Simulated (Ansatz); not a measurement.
`[OH][SnH2][Cl]` + `[SiH3]`• → `[OH][SnH][Cl]`• + SiH₄ at 298.15 K and 1 bar (hydrogen abstraction from the Sn–H bond).

Computed with Ansatz on PBE0-D4/def2-TZVP structures; ΔE is electronic, products minus reactants. CBS: MP2 limit from def2 TZ/QZ plus the TZ coupled-cluster correction, frozen cores. This one scheme is used for every species. No spin–orbit coupling; open shells (•) take unrestricted orbitals. def2 core potentials past Kr. For Sn outer-core shells are correlated without core-valence functions, which leaves a few kJ/mol of doubt a bond. Each species was taken in one conformer, which may not be the lowest.

```csv
species,CCSD(T)/CBS energy (Eh),H − E (kJ/mol),S (J/(mol·K))
`[OH][SnH2][Cl]`,-750.83217,90.2,320.9
`[SiH3]`•,-290.80808,66.0,217.1
`[OH][SnH][Cl]`•,-750.20765,68.3,321.1
SiH₄,-291.46306,92.1,204.8
```

H − E and S are ideal-gas, rigid-rotor, harmonic terms from PBE0-D4/def2-TZVP, for one conformer and one mirror image of each species, with the whole ground term of open shells counted as degenerate. 1 Eh = 2625.50 kJ/mol, R = 8.31446 J/(mol·K).

By hand: ΔE, ΔH, ΔS and ΔG.

ΔE = (-750.20765) + (-291.46306) − (-750.83217) − (-290.80808) = -0.03046 Eh = -80.0 kJ/mol. Δ(H − E) = 68.3 + 92.1 − 90.2 − 66.0 = 4.2, so ΔH = -75.8 kJ/mol. ΔS = 321.1 + 204.8 − 320.9 − 217.1 = -12.1 J/(mol·K). ΔG = -75.8 − 298.15 × (-12.1)/1000 = -72.2 kJ/mol.

By hand: the equilibrium constant, and the temperature at which ΔG would vanish if ΔH and ΔS stayed fixed.

log₁₀ K = −ΔG/(RT ln 10) = 12.6. ΔG = 0 at ΔH/ΔS = 6264 K, far beyond where these terms or the molecules hold.

The number of gas molecules stays the same, so ΔS is small and ΔH decides. A doubt of 5 kJ/mol in ΔE shifts log₁₀ K by 0.9 here. Other conformers and mirror images would add mixing entropy, several J/(mol·K) or more a flexible species. These are equilibria of isolated gas molecules and say nothing of rates. Largest T1 diagnostic: 0.017 (customary marks: 0.02 for closed shells, 0.045 for open ones).
